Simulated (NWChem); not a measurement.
# C₃H₉ClGe; SMILES [CH3][Ge]([CH3])([Cl])[CH3]

```xyz
14

C      1.8496    -0.2576     0.8326
Ge     0.0000     0.0000     0.2871
C     -0.7017     1.7306     0.8326
C     -1.1479    -1.4730     0.8326
Cl     0.0000     0.0000    -1.9038
H      1.9245    -0.2674     1.9310
H      2.2326    -1.2124     0.4451
H      2.4793     0.5555     0.4440
H     -1.7207     1.8694     0.4440
H     -0.7307     1.8004     1.9310
H     -0.0663     2.5397     0.4451
H     -1.1938    -1.5330     1.9310
H     -0.7586    -2.4249     0.4440
H     -2.1663    -1.3273     0.4451
```
Atoms are numbered in this order, from 1.

Level: PBE0/def2-SVP (NWChem), optimised geometry, unscaled harmonic frequencies. 

| frequency (cm⁻¹) | IR intensity (km/mol) |
|---|---|
| 115 | 0.0 |
| 126 | 0.1 |
| 126 | 0.1 |
| 154 | 1.0 |
| 154 | 1.0 |
| 181 | 1.4 |
| 182 | 4.7 |
| 182 | 4.6 |
| 402 | 48.1 |
| 581 | 11.3 |
| 624 | 25.9 |
| 624 | 25.9 |
| 709 | 0.0 |
| 755 | 17.7 |
| 755 | 17.7 |
| 838 | 89.3 |
| 841 | 45.2 |
| 841 | 45.2 |
| 1253 | 18.9 |
| 1253 | 18.9 |
| 1261 | 3.2 |
| 1419 | 0.0 |
| 1427 | 0.1 |
| 1427 | 0.1 |
| 1431 | 5.9 |
| 1431 | 5.9 |
| 1442 | 11.4 |
| 3065 | 2.9 |
| 3065 | 2.9 |
| 3067 | 3.5 |
| 3174 | 0.2 |
| 3174 | 0.2 |
| 3175 | 6.6 |
| 3187 | 0.0 |
| 3188 | 1.8 |
| 3188 | 1.8 |

- zero-point energy = 69.8 kcal/mol
- thermal correction to the enthalpy at 298.15 K (with zero-point energy) = 76.2 kcal/mol
- heat capacity Cv = 30.7 cal/(mol K)
- entropy at 298.15 K and 1 atm (symmetry number 3) = 91.7 cal/(mol K)
- dipole moment = 2.77 D

Rigid rotor and harmonic oscillator.
